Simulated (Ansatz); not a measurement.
# How methods differ on GaHF (SMILES [F][GaH])

GaHF: 3 atoms, total charge 0, spin state doublet. As SMILES, `[F][GaH]`. The coordinates come from a PBE0-D4/def2-TZVP relaxation.

| atom | x (Å) | y (Å) | z (Å) |
| --- | --- | --- | --- |
| F | -1.2520 | 0.4514 | -0.6448 |
| Ga | 0.2924 | 0.4698 | 0.2141 |
| H | 0.9486 | -0.9859 | 0.4174 |

Quantity: the electronic atomisation energy, in eV. The values are calculated. Electronic energies at fixed atoms, without zero-point motion or spin-orbit coupling.

| level | kind | program | value (eV) | CPU time (all runs) |
| --- | --- | --- | --- | --- |
| UHF/STO-3G | Hartree–Fock | Ansatz | 4.17 | 2.8 s |
| U-revPBE/STO-3G | GGA | Ansatz | 9.58 | 28 s |
| UPBE/STO-3G | GGA | Ansatz | 9.90 | 27 s |
| UB3LYP/STO-3G | global hybrid | Ansatz | 9.02 | 35 s |
| UCAM-B3LYP/STO-3G | range-separated hybrid | Ansatz | 8.87 | 34 s |
| UMP2/STO-3G | perturbation theory | Ansatz | 5.45 | 4.2 s |
| UCCSD(T)/STO-3G | coupled cluster or CI | Ansatz | 6.19 | 6.7 s |
| UCCSD/STO-3G | coupled cluster or CI | Ansatz | 5.96 | 6.5 s |

All-electron rows without a relativistic Hamiltonian named are non-relativistic. The values span 4.17 to 9.90 eV. Spin contamination of the reference (⟨S²⟩ at least 0.1 too high) touches UHF/STO-3G, U-revPBE/STO-3G, UPBE/STO-3G, UB3LYP/STO-3G, UCAM-B3LYP/STO-3G, UMP2/STO-3G, UCCSD(T)/STO-3G, UCCSD/STO-3G. The coupled-cluster rows rest on a doubtful reference here (large T1 or Brueckner and Hartree–Fock orbitals at odds), and rows may lie in different states. All rows use very small basis sets, so none should be taken for the real molecule's value. In the correlated wave-function rows the outer d shell of Ga is correlated, in sets not made for it. In so small a basis fixed costs decide the times, and correlated methods can beat functionals. CPU times are rough (shared hosts, several kinds of processor and program).
